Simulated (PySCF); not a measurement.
Match the calculated data to a structure.

All candidates are CH10SSi3.

| technique | computed result |
| --- | --- |
| UV, first state | lowest singlet excitation: 5.81 eV (214 nm, f = 0.014) [TDDFT PBE0/def2-SVPD] |
| Triplet | lowest triplet excitation (Tamm–Dancoff): 5.48 eV [TDA PBE0/def2-SVPD] |
| Rotational structure | rotational constants A, B, C: 4.458, 0.787, 0.721 GHz [GFN2-xTB] |
| Polarisability | 115.6 au [PBE0/def2-SVPD] |
| 1H NMR | chemical shifts (computed TMS as zero) by class: 4.96 (2 H), 4.62 (3 H), 4.11 (3 H), 0.11 (2 H) ppm [GIAO PBE0/pcSseg-1] |
| 13C NMR | chemical shifts (computed TMS as zero) by class: -9.6 (1 C) ppm [GIAO PBE0/pcSseg-1] |
| Dipole | 1.21 D [PBE0/def2-SVPD] |
| UV, strongest line | among the 6 lowest singlet transitions: S5 at 6.95 eV (178 nm, f = 0.031) [TDDFT PBE0/def2-SVPD] |
| NMR, other nuclei | isotropic shieldings of nuclei other than C and H, by class: 372 (1 Si), 408 (1 Si), 424 (1 Si), 834 (1 S) ppm [GIAO PBE0/pcSseg-1] |

Gas-phase values; electronic properties from PySCF, density fitting. Levels stand in brackets. Geometry: GFN2-xTB, one conformer, isolated molecule. NMR values are class means; diastereotopic atoms form classes of their own.

Question: Which candidate is it?
A. `[SiH3]C[SiH2]S[SiH3]`
B. `C[SiH2]S[SiH2][SiH3]`
C. `CS[SiH2][SiH2][SiH3]`

Answer: A. It is `[SiH3]C[SiH2]S[SiH3]`. Numbering: `[SiH3:1][CH2:2][SiH2:3][S:4][SiH3:5]`. Its formula, CH10SSi3, gives 0 degrees of unsaturation, so no ring and no π bond. The one carbon: sp3 carbon bound to silicon [C2] (-9.6 ppm). Hydrogen classes from least to most shielded: 2 H on an SiH2 silicon, Si3 (4.96 ppm), 3 H on an SiH3 silicon, Si5 (4.62 ppm), 3 H on an SiH3 silicon, Si1 (4.11 ppm), 2 H on an sp3 carbon bound to silicon, C2 (0.11 ppm). The other shieldings belong to: 372 ppm, SiH2 silicon [Si3]; 408 ppm, SiH3 silicon [Si5]; 424 ppm, SiH3 silicon [Si1]; 834 ppm, sulfur bonded to 2 Si [S4]. The optimised geometry has point group C1 and is an asymmetric top.

The others, at the same levels:
- `C[SiH2]S[SiH2][SiH3]` fails: its computed 13C shifts are -3.6 (1 C) ppm, 1H shifts are 4.93 (2 H), 4.87 (2 H), 3.49 (3 H), 0.50 (3 H) ppm and rotational constant A is 3.472 GHz (against 4.458 GHz).
- `CS[SiH2][SiH2][SiH3]` fails: its computed 13C shifts are 15.6 (1 C) ppm, 1H shifts are 4.78 (2 H), 3.56 (3 H), 3.38 (2 H), 2.03 (3 H) ppm and rotational constant A is 3.733 GHz (against 4.458 GHz).

Each candidate is one conformer, not necessarily the lowest. The conformers computed, where there is a choice (atom-mapped SMILES and torsion angles):
- `[SiH3:1][CH2:2][SiH2:3][S:4][SiH3:5]`: Si1–C2–Si3–S4 64°, C2–Si3–S4–Si5 -178°
- `[CH3:1][SiH2:2][S:3][SiH2:4][SiH3:5]`: C1–Si2–S3–Si4 180°, Si2–S3–Si4–Si5 71°
- `[CH3:1][S:2][SiH2:3][SiH2:4][SiH3:5]`: C1–S2–Si3–Si4 -67°, S2–Si3–Si4–Si5 -104°
